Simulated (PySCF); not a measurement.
## Computed data sheet: `C=C/N=C(/C)C#N`

Species: C5H6N2.
Cartesian coordinates in Å at the GFN2-xTB level; atoms count from 1:
```
atom  x, y, z in Å
C1    -2.6309   -0.4822    0.0696
C2    -1.5101    0.0850   -0.3691
N3    -0.2994   -0.3738    0.0915
C4     0.8122    0.1223   -0.2885
C5     2.0962   -0.4196    0.2496
C6     0.9481    1.1966   -1.2230
N7     1.0495    2.0580   -1.9741
H8    -3.5981   -0.1531   -0.2645
H9    -2.5912   -1.2911    0.7783
H10   -1.5311    0.9068   -1.0864
H11    2.7154   -0.7947   -0.5650
H12    2.6537    0.3691    0.7546
H13    1.8814   -1.2230    0.9481
```

Some functional groups and rings: nitrile, imine and C=C double bond.

From GFN2-xTB geometry:

```yaml
Point_group_of_the_GFN2-xTB_geometry: Cs
Rotational_constants_A_B_C_of_the_GFN2-xTB_geometry: 4.395, 1.914, 1.344 GHz
```

wB97X-D/def2-SVPD ground state and vertical TDDFT (core frozen in the response) (PySCF):

```yaml
Dipole_moment: 2.28 D
HOMO_energy: -9.36 eV
LUMO_energy: -0.67 eV
HOMO–LUMO_gap: 8.69 eV
Lowest_singlet_excitation: 4.21 eV (295 nm, f = 0.002)
Strongest_line_among_the_8_lowest_singlet_transitions: S2 at 5.13 eV (242 nm, f = 0.566)
Lowest_triplet_excitation_Tamm–Dancoff: 2.95 eV
Static_isotropic_polarisability: 79.7 au
Electronic_spatial_extent_⟨r²⟩_about_the_centre_of_nuclear_charge: 860 bohr²
```

Monoisotopic mass from the formula: 94.0531 u.

The dipole matches unit charges of opposite sign 0.48 Å apart (1 e·Å = 4.8032 D). The largest Löwdin shares of the HOMO are 0.30 on C1, 0.23 on C2, 0.14 on N3 and 0.13 on C4. The principal polarisabilities are 47.5, 72.5 and 119.2 au; their mean is the isotropic value. S1 lies 4.48 eV below the HOMO–LUMO gap; its leading configuration is HOMO−1→LUMO, weight 0.98. The polarisability is 11.82 Å³ as a volume (1 au = 0.148185 Å³), or 1.59 au for each of the 50 electrons. The 8 singlets span 4.21 to 7.71 eV, and their oscillator strengths add up to 0.86. The largest Löwdin shares of the LUMO are 0.23 on C4, 0.21 on N3, 0.15 on C1 and 0.13 on N7.

Geometry: GFN2-xTB, one conformer, isolated molecule.
